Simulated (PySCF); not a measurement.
Gas-phase reaction: InBr3 + 4 Cl → InCl + 3 BrCl. Level: ωB97X-V/def2-TZVP†; standard pressure 1 bar.

Energies from PySCF, thermal terms from the rigid-rotor harmonic-oscillator model, ideal gas at 1 bar. † marks an energy on the PBE0/def2-TZVP geometry and frequencies. Open shells (unrestricted): Cl (multiplicity 2, electronic degeneracy 6); the rest are closed-shell singlets. Spin-orbit splitting is ignored; it lowers the true energy and changes the entropy of Cl. In: scalar-relativistic def2 core potential, no spin-orbit coupling. Br: all electrons, no relativistic terms. The harmonic model lacks anharmonicity and excited electronic states, which grow with temperature; levels with a mode under 35 cm⁻¹ are left out. Soft modes under 120 cm⁻¹ make the harmonic entropy rough for InBr3.

```tsv
T (K)	1000/T (1/K)	log10 K
1200	0.8333	5.71
1400	0.7143	?
1600	0.6250	2.85
1800	0.5556	1.88
2000	0.5000	1.09
2500	0.4000	-0.36
```

Q: Fit log10 K = a + b·(1000/T) to the five rows, get the mean ΔH° and ΔS°, and predict log10 K at 1400 K.

A: Means: 1000/T = 0.5828, log10 K = 2.234. Sums of products about the means: Sxy = 1.47527, Sxx = 0.105543, so b = Sxy/Sxx = 13.98 and a = 2.234 − (13.98)×0.5828 = -5.91.
ΔH° = −R ln 10 × 1000 K × b = −19.145 × (13.98) = -268 kJ; ΔS° = R ln 10 × a = -113 J/K. The run's own values go from -260 kJ and -107 J/K at 1200 K to -281 kJ and -119 J/K at 2500 K.
Prediction at 1400 K: -5.91 + (13.98)×0.7143 = 4.08. The computed value is 4.08, 0.00 from the line.
For scale, ΔH°(298 K) is -243 kJ at this level, -269 kJ at ωB97M-V/def2-TZVP†, and runs from -482 to 102 kJ over the 18 levels computed.
